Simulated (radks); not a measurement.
Results of a calculation; reference values are marked as such.
Q: Mean orbital radii <r> (bohr) of the thulium ion Tm+, [Xe] 4f13 6s1, of relativity; Dirac values are averaged over j with weights 2j + 1. Spin-unpolarised spherical Kohn-Sham, PBE, point nucleus unless stated (finite: rms radius 5.2256 fm), a radial shooting solver on a logarithmic mesh with Libxc functionals. A level marked "c x" has the speed of light scaled by that factor and shares open shells by 2j + 1; other Dirac levels either fill j = l - 1/2 first or share by 2j + 1.

| shell | non-rel. |
|---|---|
| 3s | 0.2383 |
| 3p | 0.2282 |
| 3d | 0.2011 |
| 4s | 0.5362 |
| 4p | 0.5469 |
| 4d | 0.5740 |
| 5s | 1.341 |
| 5p | 1.524 |
| 4f | 0.7634 |
| 6s | 3.860 |
| 5d (empty) | 2.686 |
| 6p (empty) | 4.808 |

Give the values at the level "Dirac, c x 1.5".

A: 
shell       Dirac, c x 1.5  change of magnitude (%)
3s                  0.2307                    -3.22
3p                  0.2244                    -1.66
3d                  0.2005                    -0.30
4s                  0.5196                    -3.11
4p                  0.5384                    -1.56
4d                  0.5730                    -0.18
5s                   1.294                    -3.50
5p                   1.500                    -1.57
4f                  0.7808                    +2.29
6s                   3.748                    -2.92
5d (empty)           2.742                    +2.09
6p (empty)           4.770                    -0.79
